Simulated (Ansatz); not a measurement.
Compare A (`[CH3][Ge]([NH2])([F])[Cl]`) with its isomer B (`C[NH][GeH]([F])[Cl]`).

Program: Ansatz. Geometries: PBE0-D4/def2-TZVP. ΔE: electronic, gas phase. CBS: MP2 limit from def2 TZ/QZ plus the TZ coupled-cluster correction, frozen cores. Functionals use def2-TZVPP. B3LYP here is the variant with VWN-RPA as its local correlation; programs differ in this. For Ge outer-core shells are correlated without core-valence functions, which leaves a few kJ/mol of doubt a bond. Scalar relativity is left out up to krypton. One conformer a species, not always the lowest.

**Question.** Which is lower in electronic energy at CCSD(T)/CBS, and by how much? (An estimate is asked.)

**Answer.** The calculation gave: A, by 21.8 kcal/mol.

**Question.** Give E(B) − E(A) in kcal/mol with ωB97M-V, HF/def2-TZVPP, B3LYP, LDA (SPW92), PBE-D4, BLYP-D4, CCSD(T)/def2-TZVPP. (Best estimate.)

**Answer.** Computed: ωB97M-V 21.4, HF/def2-TZVPP 19.6, B3LYP 20.2, LDA (SPW92) 19.7, PBE-D4 20.5, BLYP-D4 20.0, CCSD(T)/def2-TZVPP 21.6. None reverses the order clearly.

**Question.** Does the order hold for the free energy at 298.15 K (harmonic terms from PBE0-D4)? (Estimate.)

**Answer.** Computed: Yes: G(B) − G(A) = +21.7 kcal/mol, for one conformer each. Modes under 60 cm⁻¹, often nearly free rotors, make the harmonic entropy too high.

Largest T1 diagnostic: 0.011.

Leaving LDA and LC-ωPBE aside and taking each functional with its dispersion term where it has one, the values, not all of them listed here, spread over 1.8 kcal/mol, from BLYP-D4 to r2SCAN0-D4. In def2-TZVPP, CCSD(T) changes the Hartree–Fock value by +2.0 kcal/mol (the triples alone add +0.2 kcal/mol) and MP2 by +3.1 kcal/mol.
